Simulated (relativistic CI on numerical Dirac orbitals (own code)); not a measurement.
**Tb²⁺ (4f9) in a crystal field**

Calculated by Dirac-Coulomb-Breit CI, separate exchange-only KLI orbitals for each configuration, model QED, valence Slater integrals scaled by 0.8, one configuration in a parametric crystal field (own radial code).

Field parameters in Wybourne normalisation. The field is a parameter set, without covalency.

S is read from ⟨S²⟩ = S(S + 1).

Powder χT (cm³ K mol⁻¹) by Van Vleck's formula, with temperature-independent terms:

| Field | 2 K | 5 K | 10 K | 20 K | 50 K | 100 K | 200 K | 300 K |
| --- | --- | --- | --- | --- | --- | --- | --- | --- |
| C2v, B20 = -380, B22 = 70, B40 = 280, B42 = -110, B44 = 140, B60 = -50, B62 = 220, B64 = -340, B66 = 20 cm⁻¹ | 11.9 | 12.6 | 12.8 | 13.1 | 13.5 | 13.8 | 13.9 | 14 |
| D3h, B20 = 40, B40 = -290, B60 = -120, B66 = -130 cm⁻¹ | 8.12 | 11.1 | 12.4 | 13.2 | 13.8 | 13.9 | 14 | 14 |

For D3h, B20 = 40, B40 = -290, B60 = -120, B66 = -130 cm⁻¹: what effective moment follows at 300 K?

μ_eff = √(8χT) = 10.59 μB. The LS value g√(J(J + 1)) of the free ion's ⁶H°15/2 level is 10.65 μB.
